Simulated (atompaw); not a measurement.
u(r) = r·R(r): atom against pseudo-atom (W)

Columns: radius, all-electron u(r) and pseudo u(r) of the 6s shell (level -7.87 eV) of tungsten in the configuration [Xe] 4f14 5d4 6s1.5 6p0; LDA (PW92), non-relativistic, PAW (atompaw) scheme, atompaw 4.2.0.5.

```json
{"r (bohr)": "0.115", "all-electron": "0.0535", "pseudo": "-0.0205"}
{"r (bohr)": "0.231", "all-electron": "0.0362", "pseudo": "-0.0413"}
{"r (bohr)": "0.346", "all-electron": "-0.1692", "pseudo": "-0.0625"}
{"r (bohr)": "0.462", "all-electron": "-0.1409", "pseudo": "-0.0844"}
{"r (bohr)": "0.577", "all-electron": "0.0180", "pseudo": "-0.1071"}
{"r (bohr)": "0.692", "all-electron": "0.1742", "pseudo": "-0.1307"}
{"r (bohr)": "0.808", "all-electron": "0.2710", "pseudo": "-0.1558"}
{"r (bohr)": "0.923", "all-electron": "0.2987", "pseudo": "-0.1820"}
{"r (bohr)": "1.038", "all-electron": "0.2708", "pseudo": "-0.2095"}
{"r (bohr)": "1.154", "all-electron": "0.2040", "pseudo": "-0.2388"}
{"r (bohr)": "1.269", "all-electron": "0.1151", "pseudo": "-0.2693"}
{"r (bohr)": "1.385", "all-electron": "0.0154", "pseudo": "-0.3015"}
{"r (bohr)": "1.500", "all-electron": "-0.0848", "pseudo": "-0.3346"}
{"r (bohr)": "1.615", "all-electron": "-0.1806", "pseudo": "-0.3686"}
{"r (bohr)": "1.731", "all-electron": "-0.2692", "pseudo": "-0.4035"}
{"r (bohr)": "1.846", "all-electron": "-0.3471", "pseudo": "-0.4382"}
{"r (bohr)": "1.962", "all-electron": "-0.4150", "pseudo": "-0.4726"}
{"r (bohr)": "2.077", "all-electron": "-0.4717", "pseudo": "-0.5052"}
{"r (bohr)": "2.192", "all-electron": "-0.5181", "pseudo": "-0.5357"}
{"r (bohr)": "2.308", "all-electron": "-0.5553", "pseudo": "-0.5631"}
{"r (bohr)": "2.423", "all-electron": "-0.5833", "pseudo": "-0.5861"}
{"r (bohr)": "2.538", "all-electron": "-0.6036", "pseudo": "-0.6043"}
{"r (bohr)": "2.654", "all-electron": "-0.6170", "pseudo": "-0.6170"}
{"r (bohr)": "2.769", "all-electron": "-0.6241", "pseudo": "-0.6241"}
{"r (bohr)": "2.885", "all-electron": "-0.6259", "pseudo": "-0.6259"}
{"r (bohr)": "3.000", "all-electron": "-0.6231", "pseudo": "-0.6231"}
```

(1) How many radial nodes do the two functions have?

(2) Where does each function peak?

(3) Is the pseudo-wave norm-conserving?

Answers

(1) The all-electron 6s function has n − l − 1 = 5 (the table is too coarse to show those close to the nucleus); the pseudo-wave has 0, since the states of the same l below it are removed with the core.

(2) Outermost all-electron maximum near 2.88 bohr, pseudo maximum near 2.88 bohr (to the table’s step).

(3) No, it belongs to a PAW set: the norm inside the radius is not constrained, and the difference is carried by the augmentation charge.
